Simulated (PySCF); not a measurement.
**Correlation energy of N (nitrogen, neutral)**

[He] 2s2 2p3, high-spin 4S determinant. All numbers are calculated (PySCF 2.14, scalar relativity by spin-free X2C-1e, in x2c-QZVPPall with one added diffuse shell each of s, p, d, f type (8s5p4d3f1g, 73 functions)). Frozen: nothing; 7 electrons correlated.

MP2 pair energies summed by pair of shells (mhartree):

| pair | energy | share (%) |
| --- | --- | --- |
| 2s-2p | -67.36 | 53.2 |
| 2p-2p | -24.36 | 19.3 |
| 1s-1s | -14.58 | 11.5 |
| 2s-2s | -11.95 | 9.4 |
| 1s-2p | -5.28 | 4.2 |
| 1s-2s | -2.99 | 2.4 |

Total MP2 correlation energy: -126.52 mhartree.

Same-spin part -33.82 and opposite-spin part -92.71 mhartree; SCS-MP2 scales them by 1/3 and 6/5 to -122.52 mhartree.

This basis was not built for core-valence correlation, so the inner-shell part is incomplete.
